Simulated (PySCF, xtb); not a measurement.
fluoroethane (C₂H₅F), SMILES CCF.

GFN2-xTB (xtb 6.7.1) at its own geometry gives an orbital gap of 13.31 eV and a dipole moment of 2.36 D.

Geometry: PBE-D3(BJ)/def2-TZVP.

Q: What does ωB97X/def2-TZVPD (PySCF) give? (The exact figures need the calculation; the answer reports its results.)

A: gap 14.08 eV (levels -11.94 and 2.14 eV), dipole 2.03 D.
